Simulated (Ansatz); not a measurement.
`CNB(C)Cl` → `CBCl` + `C=N` at 500 K and 1 bar (β-hydride elimination).

Gas-phase electronic energies from Ansatz, PBE0-D4/def2-TZVP geometries. CCSD(T)/CBS is the MP2 limit (def2-TZVPP, def2-QZVPP) plus CCSD(T) − MP2 in def2-TZVPP, frozen cores. This one scheme is used for every species. One conformer a species, not always the lowest.

| species | CCSD(T)/CBS energy (Eh) | H − E (kJ/mol) | S (J/(mol·K)) |
| --- | --- | --- | --- |
| `CNB(C)Cl` | -619.69503 | 303.3 | 404.4 |
| `CBCl` | -525.07110 | 160.2 | 325.9 |
| `C=N` | -94.52360 | 124.2 | 249.5 |

H − E and S are ideal-gas, rigid-rotor, harmonic terms from PBE0-D4/def2-TZVP, for one conformer and one mirror image of each species. 1 Eh = 2625.50 kJ/mol, R = 8.31446 J/(mol·K).

Problem. By hand: ΔE, ΔH, ΔS and ΔG.

Solution. ΔE = (-525.07110) + (-94.52360) − (-619.69503) = 0.10033 Eh = 263.4 kJ/mol. Δ(H − E) = 160.2 + 124.2 − 303.3 = -18.9, so ΔH = 244.5 kJ/mol. ΔS = 325.9 + 249.5 − 404.4 = 171.0 J/(mol·K). ΔG = 244.5 − 500 × (171.0)/1000 = 159.0 kJ/mol.

Problem. By hand: the equilibrium constant, and the temperature at which ΔG would vanish if ΔH and ΔS stayed fixed.

Solution. log₁₀ K = −ΔG/(RT ln 10) = -16.6. ΔG = 0 at ΔH/ΔS = 1430 K.

The number of gas molecules changes by +1, which sets the sign of ΔS. A doubt of 5 kJ/mol in ΔE shifts log₁₀ K by 0.5 here. Other conformers and mirror images would add mixing entropy, several J/(mol·K) or more a flexible species. Modes under 60 cm⁻¹, often nearly free rotors, make the harmonic entropy too high. These are equilibria of isolated gas molecules and say nothing of rates. Largest T1 diagnostic: 0.012 (customary marks: 0.02 for closed shells, 0.045 for open ones).
